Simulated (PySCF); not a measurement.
GaI: energy against distance

Set-up: PySCF, scalar-relativistic core potentials, basis sets Ga def2-SVP, I def2-SVP with ECP28. Energies in eV from Ga + I in their ground configurations at the same level. State: ¹Σ⁺ (singlet), closed shell.

```
R (Å)     LDA  r²SCAN0  r²SCAN
2.231  -3.773   -2.978  -3.070
2.335  -4.190   -3.427  -3.527
2.438  -4.402   -3.663  -3.770
2.516  -4.464   -3.741  -3.852
2.594  -4.465   -3.755  -3.872
2.672  -4.422   -3.723  -3.844
2.776  -4.313   -3.626  -3.753
2.905  -4.124   -3.449  -3.582
3.061  -3.855   -3.190  -3.331
3.268  -3.472   -2.815  -2.966
```

Problem. Put a parabola through the three lowest points of the LDA curve and estimate Re, k and ωe (reduced mass 44.67 u; 1 eV/Å² = 0.16022 mdyn/Å; ωe = 1302.8·√(k/μ) cm⁻¹).

Solution. Through R = 2.516, 2.594, 2.672 Å the second-order coefficient is 3.62 eV/Å², so Re ≈ 2.557 Å, k ≈ 1.16 mdyn/Å and ωe ≈ 210 cm⁻¹. A polynomial fit of higher order to the unrounded LDA energies gives Re = 2.557 Å, k = 1.37 mdyn/Å, ωe = 228 cm⁻¹; anharmonicity and rounding make the difference.

The higher-order fit for each curve: LDA: Re = 2.557 Å, ωe = 228 cm⁻¹, De = 4.47 eV; r²SCAN0: Re = 2.576 Å, ωe = 225 cm⁻¹, De = 3.76 eV; r²SCAN: Re = 2.583 Å, ωe = 222 cm⁻¹, De = 3.87 eV.

Spin–orbit coupling is left out, which matters for elements this heavy, above all for dissociation energies.
